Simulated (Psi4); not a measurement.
Cl3Y, singlet, at a GFN2-xTB geometry (such geometries of metal compounds can be far from the true shape) (core potentials on Y); PBE/def2-QZVPP run with Psi4.

Input for Psi4:
```
memory 2 GB

molecule {
0 1
  Y    -0.21853911   -0.60095563   -0.39256794
  Cl    2.07407746    0.12134213   -0.24364233
  Cl   -0.56239094   -0.37253845    1.98010463
  Cl   -1.01033210    1.62985923   -0.83586526
}

set basis def2-qzvpp

energy('pbe')
print_variables()
```

The log (banner, timings and long lists left out):

```
   => Loading Basis Set <=

    Name: DEF2-QZVPP
    Role: ORBITAL
    Keyword: BASIS

    !!!  WARNING: ECP capability is in beta. Please check occupations closely.  !!!

         ---------------------------------------------------------
                                   SCF
               by Justin Turney, Rob Parrish, Andy Simmonett
                          and Daniel G. A. Smith
                              RKS Reference
         ---------------------------------------------------------

  ==> Geometry <==

    Molecular point group: c1
    Full point group: C1

    Geometry (in Angstrom), charge = 0, multiplicity = 1:

       Center              X                  Y                   Z               Mass
    ------------   -----------------  -----------------  -----------------  -----------------
         Y           -0.208748124621    -0.574031629705    -0.374980121099    88.905840300000
         CL           2.083868445379     0.148266130295    -0.226054511099    34.968852682000
         CL          -0.552599954621    -0.345614449705     1.997692448901    34.968852682000
         CL          -1.000541114621     1.656783230295    -0.818277441099    34.968852682000

  Running in c1 symmetry.

  Rotational constants: A =      0.05683  B =      0.05683  C =      0.03971 [cm^-1]
  Rotational constants: A =   1703.70399  B =   1703.70399  C =   1190.47282 [MHz]
  Nuclear repulsion =  254.945723188913377

  Charge       = 0
  Multiplicity = 1
  Electrons    = 62
  Nalpha       = 31
  Nbeta        = 31

  ==> Algorithm <==

  SCF Algorithm Type is DF.
  DIIS enabled.
  MOM disabled.
  Fractional occupation disabled.
  Guess Type is SAD.
  Energy threshold   = 1.00e-06
  Density threshold  = 1.00e-06
  Integral threshold = 1.00e-12

  ==> Primary Basis <==

  Basis Set: DEF2-QZVPP
    Blend: DEF2-QZVPP
    Number of shells: 87
    Number of basis functions: 291
    Number of Cartesian functions: 364
    Spherical Harmonics?: true
    Max angular momentum: 4

  Core potential: DEF2-QZVPP
    Number of shells: 4
    Number of ECP primitives: 14
    Number of ECP core electrons: 28
    Max angular momentum: 3

  ==> DFT Potential <==

   => LibXC <=

    Version 7.1.2
    S. Lehtola, C. Steigemann, M. J. T. Oliveira, and M. A. L. Marques,  SoftwareX 7, 1–5 (2018) (10.1016/j.softx.2017.11.002)

   => Composite Functional: PBE <=

    PBE GGA Exchange-Correlation Functional

    J.P. Perdew et. al., Phys. Rev. Lett., 77(18), 3865-3868, 1996

[...]
   @DF-RKS iter   4: -1418.68595945105017   -5.91996e-02   4.30290e-04 ADIIS/DIIS
   @DF-RKS iter   5: -1418.69355828322159   -7.59883e-03   1.05393e-04 ADIIS/DIIS
   @DF-RKS iter   6: -1418.69388319100176   -3.24908e-04   4.19209e-05 DIIS
   @DF-RKS iter   7: -1418.69396718962275   -8.39986e-05   6.59677e-06 DIIS
   @DF-RKS iter   8: -1418.69396927186608   -2.08224e-06   1.47104e-06 DIIS
   @DF-RKS iter   9: -1418.69396933463167   -6.27656e-08   8.61552e-07 DIIS
  Energy and wave function converged.

  ==> Post-Iterations <==

   Electrons on quadrature grid:
      Ntotal   =   61.9999990208 ; deviation = -9.792e-07

    Orbital Energies [Eh]
    ---------------------

    Doubly Occupied:

[...]
      31A     -0.255472

    Virtual:

[...]
    Final Occupation by Irrep:
              A
    DOCC [    31 ]
    NA   [    31 ]
    NB   [    31 ]

  @DF-RKS Final Energy: -1418.69396933463167

   => Energetics <=

    Nuclear Repulsion Energy =            254.9457231889133766
    One-Electron Energy =               -2480.9039566389938045
    Two-Electron Energy =                 896.6312509633966101
    DFT Exchange-Correlation Energy =     -89.3669868479479419
    Empirical Dispersion Energy =           0.0000000000000000
    VV10 Nonlocal Energy =                  0.0000000000000000
    Total Energy =                      -1418.6939693346316744

Computation Completed

Properties will be evaluated at   0.000000,   0.000000,   0.000000 [a0]

Properties computed using the SCF density matrix

 Multipole Moments:

 ------------------------------------------------------------------------------------
     Multipole            Electronic (a.u.)      Nuclear  (a.u.)        Total (a.u.)
 ------------------------------------------------------------------------------------

 L = 1.  Multiply by 2.5417464519 to convert [e a0] to [Debye]
 Dipole X            :        -13.5705920           12.7105550           -0.8600370
 Dipole Y            :        -37.3169622           34.9524605           -2.3645017
 Dipole Z            :        -24.3770286           22.8323270           -1.5447016
 Magnitude           :                                                    2.9523948

 ------------------------------------------------------------------------------------

  Variable Map:
  ----------------------------------------------------------------------------
[...]
  Array Variable Map:
  ----------------------------------------------------------------------------
[...]
[...]
```
